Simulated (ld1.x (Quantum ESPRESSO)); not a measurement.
Cl (Z = 17), PAW: configuration errors across variants

chlorine, PAW, made with ld1.x (Quantum ESPRESSO) 7.5 (PBE, non-relativistic). Core [Ne], reference 3s2 3p5. Waves: 3s (bound): rcut 0.95, rcutus 1.25 bohr; 3s channel at 0.5 Ry: rcut 0.95, rcutus 1.25 bohr; 3p (bound): rcut 1.30, rcutus 1.45 bohr; 3p channel at 4.1 Ry: rcut 1.30, rcutus 1.45 bohr; 3d channel at 0.3 Ry: rcut 0.90, rcutus 1.10 bohr; 3d channel at 2.3 Ry: rcut 0.90, rcutus 1.10 bohr. Local part: all-electron potential smoothed inside 0.85 bohr (lloc = -2). Core correction: a·sin(br)/r model core, default radius (ld1.x builds one for every PAW set, though the input has nlcc=.false.). Augmentation charge: PSQ, inside the norm-conserving radii.

All-electron excitation energies from the reference (eV): (1) 3s2 3p4 13.890; (2) 3s2 3p3 39.349; (3) 3s2 3p2 77.663; (4) 3s2 3p4.5 5.590; (5) 3s2 3p5.3 -2.142; (6) 3s1 3p5 26.408; (7) 3s1 3p6 11.973.

2 further variants failed, have other tests or another functional or relativity, and are left out.

Errors AE − PS in meV (a dash: test not solved or not reliable):

```tsv
change	(1)	(2)	(3)	(4)	(5)	(6)	(7)	bound ghosts
base	+0.4	-1.3	-11	+0.2	-0.1	+1.8	+2.2	none
local potential all-electron potential smoothed inside 1.15 bohr (lloc = -1)	+0.3	-1.5	-12	+0.2	-0.1	+1.8	+2.1	none
waves 3p (bound): rcut 1.30, rcutus 1.96 bohr; 3p channel at 4.1 Ry: rcut 1.30, rcutus 1.96 bohr	-0.1	-0.7	-4.4	0.0	0.0	+3.6	+4.4	none
local potential all-electron potential smoothed inside 0.80 bohr (lloc = -2)	+0.4	-1.2	-11	+0.2	-0.1	+1.8	+2.2	none
```

(1) Give the same row for: wave 3p channel at 4.1 Ry: rcut 1.30, rcutus 1.45 bohr becomes 3p channel at -0.05 Ry: rcut 1.30, rcutus 1.45 bohr.

Answers

(1) +0.2, -2.4, -14, +0.2, -0.1, +2.3, +2.5; bound ghosts: none.
